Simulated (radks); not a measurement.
Task: The table gives one normalised radial function P(r) = r R(r) of Ir53+ in [Ar] 3d6 (r in bohr). Calculated with a radial shooting solver on a logarithmic mesh with Libxc functionals: scalar-relativistic Kohn-Sham, LDA (Slater exchange, VWN5 correlation), spin-polarised, spherical densities, finite nucleus; open shells are filled with parallel spins first (spin-orbit coupling, left out, can overturn this in heavy ions); Fermi nuclear charge, rms radius 5.4032 fm.

r         P
0.001731   0.0279
0.002384   0.0473
0.003309   0.0809
0.004593   0.1376
0.006326   0.2278
0.008781   0.3738
0.01219    0.5928
0.01679    0.8841
0.0233     1.2317
0.03209    1.5114
0.04455    1.5122
0.06185    0.9342
0.08517   -0.2925
0.1182    -1.7979
0.1641    -2.5921
0.226     -2.1060
0.3138    -0.9515
0.4321    -0.2165
0.5998    -0.0181

Which n and l does it have? It may be an empty orbital.

Result: n = 3, l = 1: the number of nodes gives n - l - 1 = 1, the rise at small r (about r^(l+1), flatter next to the nucleus through relativity) gives l, and the extent must fit the shell. The curve is that of 3p down; the table hardly tells the two spins apart. 3p down: eigenvalue -5554.9 eV, 1 radial node at r = 0.0798 bohr, <r> = 0.182 bohr, 90 % of the charge inside 0.271 bohr.
